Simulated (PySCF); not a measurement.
# Radial density of Cr(2+) (chromium, charge +2)

UHF, [Ar] 3d3 4p1, one real determinant (an excited configuration). All numbers are calculated (PySCF 2.14, no relativity, point nucleus, in def2-TZVPPD (6s6p4d2f1g, 67 functions)).

```tsv
r (bohr)	4πr²ρ (e/bohr)	4πr²(ρα − ρβ)
0.000898	0.09026	0.0000
0.00151	0.2487	0.0000
0.00254	0.6681	0.0000
0.00427	1.741	0.0000
0.00719	4.282	0.0000
0.0121	9.591	0.0001
0.0203	18.32	0.0004
0.0342	27.02	0.0018
0.0575	27.23	0.0079
0.0968	21.86	0.0296
0.163	28.83	0.1059
0.274	26.48	0.4410
0.460	10.42	1.6473
0.775	13.17	2.7965
1.30	5.666	1.6581
2.19	0.8142	0.6320
3.69	0.2828	0.2827
6.20	0.01561	0.0156
```

⟨L²⟩ = 14.03 against 20 for a pure G term, so this real determinant mixes terms.
